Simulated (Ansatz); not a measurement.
Basis sets compared for the cluster K₃Sn₃I₉. Charge 0, multiplicity 1. Geometry r2SCAN-D4/def2-SVP. Ansatz on 2 threads of AMD EPYC 7R13 on a shared host and a share (18 GiB) of an NVIDIA H100 80GB HBM3; times are rough, and most runs start from earlier orbitals.

| atom | x (Å) | y (Å) | z (Å) |
| --- | --- | --- | --- |
| K1 | 2.6502 | 2.7083 | -0.3409 |
| K2 | 2.2921 | -3.9910 | -0.8485 |
| K3 | 0.9513 | -2.0633 | 3.1313 |
| Sn4 | -1.3546 | 3.5903 | -1.6119 |
| Sn5 | -0.2734 | -0.4644 | -1.4127 |
| Sn6 | -2.9576 | 0.2233 | 1.6499 |
| I7 | -1.7613 | 0.0036 | 4.2847 |
| I8 | 1.9251 | -5.0777 | 2.2116 |
| I9 | -0.7567 | 2.2777 | 1.0627 |
| I10 | 0.1681 | -2.6024 | -3.2971 |
| I11 | -3.1343 | 0.6823 | -1.8691 |
| I12 | 2.6107 | -0.6605 | 0.2635 |
| I13 | -1.7143 | -2.2832 | 0.7787 |
| I14 | 0.6478 | 2.1110 | -3.1963 |
| I15 | 0.7069 | 5.5460 | -0.8058 |

In the def2 sets I, Sn take a core potential; there is no spin–orbit coupling. Single mean-field runs in def2-TZVP are fitted with def2-universal-jkfit. Another isomer (singlet) lies 0.45 eV lower at PBE0-D4/def2-TZVP; other spin states weren't run for this one.

Binding counts from free atoms (K doublet, Sn triplet, I doublet) in the same basis, without a counterpoise term.

| level | functions | energy (Eh) | HOMO (eV) | LUMO (eV) | binding per atom (eV) | wall time |
| --- | --- | --- | --- | --- | --- | --- |
| PBE-D4/def2-SVP | 384 | -5121.8321 | -4.90 | -3.13 | 2.47 | 4.8 s |
| PBE0-D4/def2-SVP | 384 | -5122.2343 | -5.97 | -2.62 | 2.41 | 7.5 s |

Problem. Estimate the rows for PBE-D4/def2-TZVP (with forces), PBE0-D4/def2-TZVP.

Solution. 
| level | functions | energy (Eh) | HOMO (eV) | LUMO (eV) | binding per atom (eV) | wall time |
| --- | --- | --- | --- | --- | --- | --- |
| PBE-D4/def2-TZVP (with forces) | 699 | -5122.1675 | -5.03 | -3.10 | 2.46 | 9 s |
| PBE0-D4/def2-TZVP | 699 | -5122.5587 | -6.07 | -2.54 | 2.41 | 8.1 s |
